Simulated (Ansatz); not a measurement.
The first iterations of a band of H3N + H7NOSi2 (15 atoms, charge 0, multiplicity 1).

The calculation used Ansatz 0.2.0, RKS B3LYP-D4/def2-SVP.

```yaml
movable_images: 7
climbing_image: yes
spring: 5.0 eV/Å²
optimiser: quadratic models (default)
start_path: through a guess of the saddle point
force_threshold: 0.2 eV/Å
iteration_limit: 60
end_points: relaxed
```

First end point:

```xyz
15
Properties=species:S:1:pos:R:3
Si -0.351 0.142 0.109
O -0.488 -0.227 1.738
Si -1.492 -0.194 3.062
H -2.392 -1.387 3.060
H -0.658 -0.211 4.296
H -2.333 1.042 3.046
H 1.087 0.425 -0.119
H -1.219 1.321 -0.162
N -0.840 -1.107 -0.969
H -1.820 -1.283 -1.168
H -0.286 -1.953 -1.053
N 1.466 -2.738 1.163
H 0.722 -3.266 0.706
H 2.050 -2.343 0.424
H 1.017 -1.954 1.637
```

Last end point:

```xyz
15
Properties=species:S:1:pos:R:3
Si 0.680 -0.909 -0.786
O -0.964 -0.134 2.068
Si -1.714 -0.635 3.460
H -2.089 -2.087 3.418
H -0.856 -0.436 4.673
H -2.953 0.177 3.616
H 1.173 -1.723 -1.940
H 1.371 0.418 -0.830
N -1.035 -0.963 -0.837
H -1.550 -0.502 -0.088
H -1.547 -1.004 -1.711
N 1.117 -1.517 0.816
H 0.925 -2.502 0.993
H 2.056 -1.294 1.146
H -0.151 -0.622 1.775
```

| iteration | highest image above the first end (eV) | largest band force component (eV/Å) |
| --- | --- | --- |
| 1 | 5.128 | 21.937 |
| 2 | 2.833 | 3.162 |
| 3 | 2.288 | 1.956 |
| 4 | 1.815 | 1.361 |
| 5 | 1.446 | 1.307 |
| 6 | 1.247 | 0.576 |
| 7 | 1.001 | 1.152 |

Does the band converge within its limit, and where does its top end?

The forces met the threshold. It ended after 22 iterations with the highest image 0.995 eV above the first end. The threshold of 0.2 eV/Å is loose, so the images may lie well off the minimum-energy path. The order of the stationary point at the top wasn't checked. The orbitals stay closed-shell, which can raise the energy where a bond breaks towards radicals; this wasn't checked here.

The run took 5.2 min on 4 threads of Arm Neoverse V1, on a shared host, peak memory 0.33 GiB.
